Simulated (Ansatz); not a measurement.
One change: `[CH3][Sn]([OH])([Cl])[Cl]` becomes `[CH3][Sn]([SH])([Cl])[Cl]`.

Ansatz, PBE0-D4/def2-TZVP geometries, multiplicity 1. Each molecule was computed in one conformer, which needn't be the lowest.

Elements past krypton have def2 core potentials.

| property | `[CH3][Sn]([OH])([Cl])[Cl]` |
| --- | --- |
| LUMO energy (B3LYP/def2-TZVPP) / eV | -1.88 |
| LUMO energy (PBE/def2-TZVPP) / eV | -2.50 |
| HOMO energy (PBE0/def2-TZVPP) / eV | -9.00 |
| size of the dipole moment (ωB97M-V/def2-TZVPP) / D | 2.10 |
| ideal-gas entropy at 298 K and 1 bar (rigid rotor, harmonic PBE0-D4/def2-TZVP) / J/(mol·K) | 408 |
| size of the dipole moment (PBE/def2-TZVPP) / D | 2.12 |

(1) What does the change do to each property? (An estimate is asked.)

Results:

(1) Computed: 
```tsv
property	`[CH3][Sn]([SH])([Cl])[Cl]`	shift
LUMO energy (B3LYP/def2-TZVPP) / eV	-2.03	-0.15
LUMO energy (PBE/def2-TZVPP) / eV	-2.65	-0.15
HOMO energy (PBE0/def2-TZVPP) / eV	-7.95	1.05
size of the dipole moment (ωB97M-V/def2-TZVPP) / D	2.48	0.38
ideal-gas entropy at 298 K and 1 bar (rigid rotor, harmonic PBE0-D4/def2-TZVP) / J/(mol·K)	422	14
size of the dipole moment (PBE/def2-TZVPP) / D	2.44	0.32
```

With PBE0 the HOMO rises by 1.05 eV and the LUMO falls by 0.19 eV, so the gap narrows by about 1.24 eV. PBE moves the HOMO by 0.73 eV and ωB97M-V by 1.06 eV. Dipoles are sizes alone; their direction can turn. Modes under 60 cm⁻¹, often nearly free rotors, make the harmonic entropy too high.

B3LYP here is the variant with VWN-RPA as its local correlation; programs differ in this.
